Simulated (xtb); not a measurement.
Al(H)(Me)(SH) (CH5AlS), SMILES [CH3][AlH][SH]. All values are semi-empirical tight-binding results from xtb (GFN2-xTB unless named), good for trends rather than for accurate numbers. Geometry optimised at GFN2-xTB. One conformer was computed; it need not be the lowest.

Optimised geometry:

Bonded distances (Å): Al1–H2 1.537, Al1–C3 1.982, Al1–S7 2.196, C3–H4 1.097, C3–H5 1.097, C3–H6 1.094, S7–H8 1.332. Bond angles (°): H2–Al1–C3 123.8, H2–Al1–S7 114.3, C3–Al1–S7 121.9, Al1–C3–H4 112.7, Al1–C3–H5 112.6, Al1–C3–H6 111.4, H4–C3–H5 106.1, H4–C3–H6 106.8, H5–C3–H6 106.8, Al1–S7–H8 89.9.
Charge 0, spin multiplicity 1.

For metal compounds this method's bond lengths and energies can be far off.

```yaml
orbital_gap: 4.34 eV
zero_point_energy: 30.2 kcal/mol
G − E(el) at 298.15 K (modified RRHO): 11.3 kcal/mol
```

Computed atomic charges and the Wiberg bond orders between heavy atoms:
charges (e) Al1 0.35, H2 -0.14, C3 -0.22, H4 0.06, H5 0.06, H6 0.06, S7 -0.35, H8 0.19. Bond orders Al1–C3 1.05, Al1–S7 1.20.
